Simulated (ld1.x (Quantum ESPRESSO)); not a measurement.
**PBE TM dataset for Mg (Z = 12), scalar-relativistic all-electron reference.**

Input for ld1.x (Quantum ESPRESSO) 7.5:

```
&input
   title='Mg', zed=12., rel=1, dft='PBE', iswitch=3,
   config='[Ne] 3s2 3p0 3d-2',
   nld=3, rlderiv=3.60, eminld=-2.0, emaxld=5.0, deld=0.02
 /
 &inputp
   pseudotype=2, tm=.true., lloc=1,
   nlcc=.true.,
   file_pseudopw='Mg.UPF', file_wfcaegen='ae.wfc', file_wfcncgen='nc.wfc', file_beta='beta', file_chi='chi'
 /
3
3S  1  0   2.00   0.00  1.95  1.95  0.0
3D  3  2  -2.00   0.30  2.80  2.80  0.0
3P  2  1   0.00   0.00  3.30  3.30  0.0
 &test
   configts(1)='3s2 3p0'
 /
```

Command:

```bash
ld1.x < Mg.in > Mg.out
```

The program printed (shortened: banner, matrices, multipoles, cross overlaps and the repeated all-electron block are left out):

```
Program LD1 v.7.5
     --------------------------- All-electron run ----------------------------

     Mg
     scalar relativistic calculation

     atomic number is 12.00
     dft =PBE   lsd =0 sic =0 latt =0  beta=0.20 tr2=1.0E-14
     Exchange-correlation= PBE
                           (   1   4   3   4   0   0   0)
     mesh =1129 r(mesh) = 100.99726 a.u. xmin = -7.00 dx = 0.01250
     1 Ry =  13.60569312 eV, c = 137.03599908

     n l     nl                  e(Ry)          e(Ha)          e(eV)
     1 0     1S 1( 2.00)       -92.5826       -46.2913     -1259.6501
     2 0     2S 1( 2.00)        -5.8685        -2.9343       -79.8453
     2 1     2P 1( 6.00)        -3.4260        -1.7130       -46.6137
     3 0     3S 1( 2.00)        -0.3458        -0.1729        -4.7054
     3 1     3P 1( 0.00)        -0.0978        -0.0489        -1.3300

     final scf error:  8.8E-15 reached in  33 iterations

     Etot =    -400.560618 Ry,    -200.280309 Ha,   -5449.904849 eV

     Ekin =     401.022627 Ry,     200.511314 Ha,    5456.190804 eV
     Encl =    -960.774890 Ry,    -480.387445 Ha,  -13072.008314 eV
     Eh   =     191.866635 Ry,      95.933317 Ha,    2610.478556 eV
     Exc  =     -32.674991 Ry,     -16.337495 Ha,    -444.565895 eV

     normalization and overlap integrals

     s(1S/1S) =  1.000000  <r> =   0.1306  <r2> =    0.0230  r(max) =   0.0854
     s(2S/2S) =  1.000000  <r> =   0.6972  <r2> =    0.5856  r(max) =   0.5434
     s(2P/2P) =  1.000000  <r> =   0.6894  <r2> =    0.6113  r(max) =   0.4796
     s(3S/3S) =  1.000000  <r> =   3.1504  <r2> =   11.6544  r(max) =   2.5602
     s(3P/3P) =  1.000000  <r> =   4.5936  <r2> =   25.5117  r(max) =   3.4559

     ------------------------ End of All-electron run ------------------------

     --------------------- Generating NC pseudopotential ---------------------

      Generating local pot.: lloc=1, matching radius rcloc =   3.3000

      Computing core charge for nlcc:

       r > 1.57 : true rho core
       r < 1.57 : rho core = a sin(br)/r    a=   1.06  b=   1.73

      Integrated core pseudo-charge :   1.22

      Wfc   3S  rcut= 1.945  Using Troullier-Martins method

      Wfc   3D  rcut= 2.829  Using Troullier-Martins method

     ------------------- End of pseudopotential generation -------------------

     Computing logarithmic derivative in   3.61056
     Computing logarithmic derivative in   3.61056
     Computing the partial wave expansion
     R is outside the sphere for l=    0 j= 0.00
       no projector for channel:   1
     R is outside the sphere for l=    2 j= 0.00

     ---------------------- Testing the pseudopotential ----------------------

     Mg
     scalar relativistic calculation

     atomic number is 12.00   valence charge is  2.00
     dft =PBE   lsd =0 sic =0 latt =0  beta=0.20 tr2=1.0E-14
     mesh =1129 r(mesh) = 100.99726 xmin = -7.00 dx = 0.01250

     n l     nl             e AE (Ry)        e PS (Ry)    De AE-PS (Ry)
     1 0     3S   1( 2.00)       -0.34584       -0.34584       -0.00000
     2 1     3P   1( 0.00)       -0.09776       -0.09776       -0.00000

     eps = 5.0E-15  iter =  3

     Etot =    -400.560618 Ry,    -200.280309 Ha,   -5449.904849 eV
     Etotps =    -2.535371 Ry,      -1.267686 Ha,     -34.495481 eV

     Ekin =       0.471094 Ry,       0.235547 Ha,       6.409567 eV
     Encl =      -2.634258 Ry,      -1.317129 Ha,     -35.840905 eV
     Ehrt =       1.148116 Ry,       0.574058 Ha,      15.620907 eV
     Ecxc =      -1.583233 Ry,      -0.791616 Ha,     -21.540982 eV
     (Ecc =      -0.848534 Ry,      -0.424267 Ha,     -11.544891 eV)
     Epseu=       0.062910 Ry,       0.031455 Ha,       0.855932 eV

     ---------------------- End of pseudopotential test ----------------------
```

Generation and configuration tests took about 1.1 s on one core of a shared server CPU.
